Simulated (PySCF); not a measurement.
**Structure from NMR data**

The spectra below were simulated for a compound C4H11NO2Si3.

$^{1}$H NMR (500 MHz, computed): δ 5.02 (s, 2H), 4.75 (s, 6H), 4.12 (s, 2H), 2.46 (br s, 1H).

$^{13}$C{$^{1}$H} NMR (computed): δ 230.4 (C), 119.3 (C), 89.6 (C), 43.2 (CH2).

- shieldings: GIAO PBE0/pcSseg-1
- geometry: GFN2-xTB
- code: PySCF 2.14
- equivalent nuclei averaged, gas phase, non-relativistic Hamiltonian, a single conformation

Referencing at the same level of theory: TMS for $^{1}$H (31.72 ppm) and $^{13}$C (186.93 ppm).

Deduce the structure.

Results:


- Rings plus π bonds: 3 (no ring in the answer).
- 4 carbon signals for 4 carbons: no two carbons are equivalent.
- Carbon types of the structure: 3 × C, 1 × CH2, leaving 9 H on heteroatoms.
- δC 230.4: carbonyl carbon.
- δC 119.3, 89.6: alkyne carbon.
- δC 43.2: propargylic sp3 CH2 bonded to N; deshielded by the electronegative neighbour.
- δH 5.02: hydrogen on a silicon bonded to C, O.
- δH 4.75: hydrogen on a silicon bonded to N.
- δH 4.12: hydrogen on a propargylic sp3 CH2 bonded to N; its carbon carries N, hence the downfield position.
- δH 2.46: hydrogen on an oxygen bonded to Si; labile proton, position sensitive to the medium.

These data were computed for `O=C(C#CCN([SiH3])[SiH3])[SiH2]O`.

This is the structure that produced the data.

OH/NH shifts are gas-phase values; hydrogen bonding in solution moves them, usually downfield. Shifts are as computed. Against solution values, carbons near 30 ppm lie about +3 ppm off and those near 130 ppm about +5 ppm. Of 1309 compounds with measured shifts, 239 miss one by over three times the rms of a fit or turn the order of signals round; such compounds aren't used in these exercises. Multiplicities follow the n + 1 count of equivalent neighbours, as no J values were calculated; m marks all less simple cases, F and P coupling included.
